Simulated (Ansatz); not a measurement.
Coupled-cluster diagnostics for KNa4⁺, Ansatz.

Geometry of the singlet (PBE/def2-SVP):

```xyz
5

Na   -0.023   -0.041    0.059
Na   -3.492   -0.098   -0.931
Na   -2.901   -0.994    2.128
Na    2.388    0.594   -2.330
K     4.029    0.539    1.074
```

Correlated methods freeze 9 core orbitals; core or outer-core shells of Na, K are correlated, in sets that lack core-valence functions. The structure comes from a short search, and lower isomers may exist.

Question: Estimate the CCSD(T) correlation energy, the shares of MP2 and (T), T1 and the reference's ⟨S²⟩ for: charge 1, singlet, own geometry in def2-TZVPP; and the rough time on 4 threads of Arm Neoverse V2 on a shared host.

Answer: 
```
                          state       basis  correlation (eV)  MP2 share (%)  (T) share (%)     T1  ⟨S²⟩ (pure)  wall time                  remarks
charge 1, singlet, own geometry  def2-TZVPP           -24.875           93.6            1.6  0.008  0.00 (0.00)       52 s  restricted SCF unstable
```
Customary marks for T1 are 0.02 (closed shells), 0.045 (open shells) and about 0.05 (3d metals). T1 stays under 0.02 throughout.
